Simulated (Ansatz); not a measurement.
Cost and result for the atomization energy of C$_{3}$H$_{7}$BFGa (`C=C[B](C)[GaH][F]`) (13 atoms, 12 bonds).

```xyz
13

C    -1.3281   -1.7591   -0.2119
C    -1.1690   -0.5221    0.2737
B     0.1405    0.2631    0.0450
C     0.9535    0.1509   -1.2822
Ga    0.8138    1.5279    1.5849
F    -0.0348    3.0881    1.6566
H    -0.5905   -2.2095   -0.8696
H    -2.1770   -2.3835    0.0516
H    -1.9386   -0.1512    0.9492
H     0.7454    1.0796   -1.8362
H     2.0386    0.1333   -1.1504
H     0.6514   -0.6730   -1.9353
H     1.8948    1.4557    2.7242
```

The species carries charge 0 and has multiplicity 1. Correlated methods include outer-core shells of Ga, which these sets cover unevenly. Scalar relativity is left out up to krypton. The geometry is a stationary point of PBE0-D4/def2-TZVP. It is one conformer, not always the lowest. Program: Ansatz. All runs use 2 threads of an AMD EPYC 7R13 on a shared host and a share of an NVIDIA H100 80 GB. Times are those of one run each, without the atoms' runs, and a repeat can differ threefold. Electronic energies, without spin–orbit coupling; frozen cores. CCSD(T)/CBS adds CCSD(T) − MP2 in def2-TZVPP to the MP2 limit, and its time is that of the two runs behind it. T1 = 0.013. With those shells the extrapolation isn't a true limit. B3LYP takes the VWN-RPA correlation (the form of Gaussian; ORCA's B3LYP/G).

CCSD(T)/CBS is a level of theory with its own doubt, some kJ/mol a heavy atom from the limit and from the frozen cores, so smaller differences don't rank the functionals.

```csv
level,functions,wall time
CCSD(T)/def2-SVP,137,4.1 s
BHLYP-D4/def2-TZVPP,301,5.5 s
CAM-B3LYP-D4/def2-TZVPP,301,6.5 s
ωB97X-V/def2-TZVPP,301,7 s
B2PLYP/def2-TZVPP,301,7 s
B3LYP-D4/def2-TZVPP (with forces),301,7 s
PBE0-D4/def2-TZVPP,301,7.5 s
CCSD(T)/def2-TZVPP,301,8 s
LDA (SPW92)/def2-TZVPP,301,10 s
MP2/def2-QZVPP,584,10 s
B97M-V/def2-TZVPP,301,10 s
r2SCAN-D4/def2-TZVPP (with forces),301,12 s
CCSD(T)/CBS(def2),–,18 s
```

**Question.** What atomization energy does each give, and how far from CCSD(T)/CBS? (Best estimate.)

**Answer.** Ansatz gave: 
```
                             level  atomization (kcal/mol)  difference from CCSD(T)/CBS  per bond
                  CCSD(T)/def2-SVP                  1128.9                        -47.9      -4.0
               BHLYP-D4/def2-TZVPP                  1148.8                        -28.0      -2.3
           CAM-B3LYP-D4/def2-TZVPP                  1184.0                          7.2       0.6
                ωB97X-V/def2-TZVPP                  1179.7                          2.9       0.2
                 B2PLYP/def2-TZVPP                  1168.2                         -8.6      -0.7
 B3LYP-D4/def2-TZVPP (with forces)                  1178.2                          1.4       0.1
                PBE0-D4/def2-TZVPP                  1184.8                          8.0       0.7
                CCSD(T)/def2-TZVPP                  1152.9                        -23.9      -2.0
            LDA (SPW92)/def2-TZVPP                  1341.8                        165.0      13.7
                    MP2/def2-QZVPP                  1188.2                         11.4       0.9
                 B97M-V/def2-TZVPP                  1185.4                          8.6       0.7
r2SCAN-D4/def2-TZVPP (with forces)                  1186.5                          9.7       0.8
                 CCSD(T)/CBS(def2)                  1176.8                          0.0       0.0
```

From r2SCAN to r2SCAN0 (25 % exact exchange), in def2-TZVPP and without D4, the atomization energy moves by −17.0 kcal/mol: exact exchange takes away binding that semilocal exchange gives to molecules. In def2-TZVPP, CCSD(T) changes the Hartree–Fock value by +263.8 kcal/mol (the triples alone add +16.7 kcal/mol) and MP2 by +284.8 kcal/mol; breaking electron pairs costs correlation energy, which Hartree–Fock lacks. The D4 term adds +10.4 kcal/mol with B3LYP and +5.5 kcal/mol with PBE0; it sums over pairs of atoms, weighted by their polarisabilities, and B3LYP, whose exchange is more repulsive, gets the larger term.
